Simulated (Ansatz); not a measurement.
Isolated molecules relaxed with PBE0-D4/def2-TZVP in Ansatz; ΔE leaves out vibrations. CCSD(T)/CBS adds triple-zeta CCSD(T) − MP2 to the extrapolated MP2 energy (def2 sets, frozen cores). DFT in def2-TZVPP. For Ge outer-core shells are correlated without core-valence functions, which leaves a few kJ/mol of doubt a bond. Scalar relativity is left out up to krypton. One conformer a species, not always the lowest.

`[F][GeH2][O][SiH3]` + `CBO` → `OBC[SiH3]` + `[OH][GeH2][F]`  (formal exchange of groups at the Si–O bond)

```tsv
level	ΔE (kJ/mol)
PBE-D4	76.4
r2SCAN-D4	88.5
r2SCAN0-D4	90.7
CAM-B3LYP-D4	97.9
r2SCANh	89.6
LC-ωPBE	86.4
MP2/CBS(def2)	92.6
CCSD/CBS(def2)	95.4
```

Q: What does CCSD(T)/CBS give? (Estimate.)

A: Computed: +92.2 kJ/mol. The listed levels differ from it by -15.8, -3.7, -1.5, 5.7, -2.6, -5.8, 0.4, 3.2 kJ/mol.

Largest T1 diagnostic among the species: 0.012.

In def2-TZVPP, CCSD(T) changes the Hartree–Fock value by −22.9 kJ/mol (the triples alone add −3.3 kJ/mol) and MP2 by −22.5 kJ/mol. From BLYP to BHLYP (50 % exact exchange), in def2-TZVPP and without D4, ΔE moves by +11.1 kJ/mol.
